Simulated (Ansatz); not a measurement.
Relaxation of ClH6NOSn (10 atoms, charge 0, multiplicity 1), to a largest force component of 0.03 eV/Å in at most 50 steps.

The calculation used Ansatz, RHF/def2-SVP.

```xyz
10
Properties=species:S:1:pos:R:3
Sn -0.048 0.533 -0.168
Cl 0.939 -0.549 3.137
H 1.251 -0.499 -0.509
O -0.605 1.316 -1.891
H -1.527 1.360 -2.090
H -1.434 -0.130 0.557
N 0.651 2.089 1.021
H 1.504 2.495 0.672
H -0.003 2.842 1.152
H 1.002 0.727 2.782
```

Q: Where does it end, and by what steps?

A: It converged. After 11 steps the energy has fallen by 0.108 eV; Cl2 moved furthest, 0.71 Å.

```tsv
step	energy less start (eV)	largest force component (eV/Å)	accepted
0	0.0000	1.206	yes
1	-0.0160	1.429	yes
2	-0.0480	0.924	yes
3	-0.0721	0.867	yes
4	-0.0890	0.548	yes
5	-0.0981	0.543	yes
6	-0.1042	0.175	yes
7	-0.0802	0.528	no
8	-0.1073	0.073	yes
9	-0.1068	0.091	no
10	-0.1079	0.043	yes
11	-0.1081	0.010	yes
```

```xyz
10
Properties=species:S:1:pos:R:3
Sn -0.128 0.449 -0.283
Cl 1.284 -0.085 3.557
H 1.138 -0.618 -0.632
O -0.553 1.299 -2.005
H -1.368 1.764 -2.110
H -1.549 -0.200 0.391
N 0.566 1.858 1.033
H 1.383 2.359 0.722
H -0.110 2.539 1.336
H 1.068 0.818 2.654
```

Whether the end is a true minimum wasn't checked by a vibrational analysis.

The run took 19 s on 2 threads of Arm Neoverse V2, with other jobs on the host, peak memory 0.22 GiB.
